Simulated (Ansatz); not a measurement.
GaH2(CCH) (C2H3Ga). Charge 0, multiplicity 1. Geometry PBE-D4/def2-TZVP.

Cartesian coordinates in Å:
```
Ga -0.462 1.211 0.123
H -1.911 1.389 0.696
H 0.464 2.400 -0.311
C 0.221 -0.576 -0.060
C 0.654 -1.713 -0.174
H 1.034 -2.711 -0.274
```

(1) Estimate the orbital energies around the gap (eV) in Ansatz with LDA (SPW92)/def2-TZVP, BLYP-D4/def2-TZVP, r2SCAN-D4/def2-TZVP, B97M-V/def2-TZVP, ωB97M-V/def2-TZVP.

## Answers

(1) 
```json
{"orbital": "HOMO−5", "LDA (SPW92)/def2-TZVP": "-13.44", "BLYP-D4/def2-TZVP": "-13.30", "r2SCAN-D4/def2-TZVP": "-14.05", "B97M-V/def2-TZVP": "-14.20", "ωB97M-V/def2-TZVP": "-17.77"}
{"orbital": "HOMO−4", "LDA (SPW92)/def2-TZVP": "-11.87", "BLYP-D4/def2-TZVP": "-11.59", "r2SCAN-D4/def2-TZVP": "-12.07", "B97M-V/def2-TZVP": "-12.09", "ωB97M-V/def2-TZVP": "-15.85"}
{"orbital": "HOMO−3", "LDA (SPW92)/def2-TZVP": "-8.56", "BLYP-D4/def2-TZVP": "-8.35", "r2SCAN-D4/def2-TZVP": "-8.84", "B97M-V/def2-TZVP": "-8.90", "ωB97M-V/def2-TZVP": "-12.16"}
{"orbital": "HOMO−2", "LDA (SPW92)/def2-TZVP": "-7.94", "BLYP-D4/def2-TZVP": "-7.72", "r2SCAN-D4/def2-TZVP": "-8.16", "B97M-V/def2-TZVP": "-8.17", "ωB97M-V/def2-TZVP": "-11.44"}
{"orbital": "HOMO−1", "LDA (SPW92)/def2-TZVP": "-7.34", "BLYP-D4/def2-TZVP": "-6.96", "r2SCAN-D4/def2-TZVP": "-7.36", "B97M-V/def2-TZVP": "-7.33", "ωB97M-V/def2-TZVP": "-10.55"}
{"orbital": "HOMO", "LDA (SPW92)/def2-TZVP": "-6.87", "BLYP-D4/def2-TZVP": "-6.58", "r2SCAN-D4/def2-TZVP": "-6.96", "B97M-V/def2-TZVP": "-6.98", "ωB97M-V/def2-TZVP": "-10.12"}
{"orbital": "LUMO", "LDA (SPW92)/def2-TZVP": "-3.08", "BLYP-D4/def2-TZVP": "-2.74", "r2SCAN-D4/def2-TZVP": "-2.55", "B97M-V/def2-TZVP": "-2.73", "ωB97M-V/def2-TZVP": "-0.25"}
{"orbital": "LUMO+1", "LDA (SPW92)/def2-TZVP": "-0.68", "BLYP-D4/def2-TZVP": "-0.33", "r2SCAN-D4/def2-TZVP": "-0.19", "B97M-V/def2-TZVP": "-0.18", "ωB97M-V/def2-TZVP": "2.60"}
{"orbital": "LUMO+2", "LDA (SPW92)/def2-TZVP": "-0.03", "BLYP-D4/def2-TZVP": "0.13", "r2SCAN-D4/def2-TZVP": "0.58", "B97M-V/def2-TZVP": "0.26", "ωB97M-V/def2-TZVP": "2.70"}
{"orbital": "LUMO+3", "LDA (SPW92)/def2-TZVP": "0.14", "BLYP-D4/def2-TZVP": "0.45", "r2SCAN-D4/def2-TZVP": "0.76", "B97M-V/def2-TZVP": "0.67", "ωB97M-V/def2-TZVP": "2.97"}
{"orbital": "LUMO+4", "LDA (SPW92)/def2-TZVP": "0.75", "BLYP-D4/def2-TZVP": "0.94", "r2SCAN-D4/def2-TZVP": "1.53", "B97M-V/def2-TZVP": "1.02", "ωB97M-V/def2-TZVP": "3.39"}
{"orbital": "LUMO+5", "LDA (SPW92)/def2-TZVP": "1.53", "BLYP-D4/def2-TZVP": "1.46", "r2SCAN-D4/def2-TZVP": "2.73", "B97M-V/def2-TZVP": "1.78", "ωB97M-V/def2-TZVP": "3.63"}
```
